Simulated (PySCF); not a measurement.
CH5O, SMILES [OH2+]C, charge +1. Atoms are numbered in the order given.

```xyz
7

C     -0.7968    -0.0180     0.0000
O      0.7186     0.0866     0.0000
H     -1.1043     0.5054     0.8985
H     -1.1043     0.5054    -0.8985
H     -1.0631    -1.0701     0.0000
H      1.1518    -0.2629     0.8022
H      1.1518    -0.2629    -0.8022
```
Charge +1, spin multiplicity 1.

Geometry: B3LYP-D3(BJ)/def2-TZVP. The isomer is the one that the SMILES or the coordinates give; other isomers of the formula were not compared.

Two levels are set side by side: PBE/pcJ-1 (PySCF) and PBE0/pcJ-1 (PySCF). One-bond couplings, all four terms, same geometry. Isotopes: 13C, 17O, 1H. Differences are taken from unrounded values.

| quantity | PBE0 |
|---|---|
| ¹J(C1,H3) (Hz) | 163.7 |
| ¹J(C1,H4) (Hz) | 163.7 |
| ¹J(C1,H5) (Hz) | 162.4 |

Q: What does PBE give, and how far is it from PBE0? (The exact figures need the calculation; the answer reports its results.)

A: 
```tsv
quantity	PBE	PBE minus PBE0
¹J(C1,H3) (Hz)	158.8	-4.9
¹J(C1,H4) (Hz)	158.8	-4.9
¹J(C1,H5) (Hz)	157.2	-5.2
```

Rough cost on one machine, each run with all the roots and properties that it gave: PBE0 against PBE within a factor of 2.
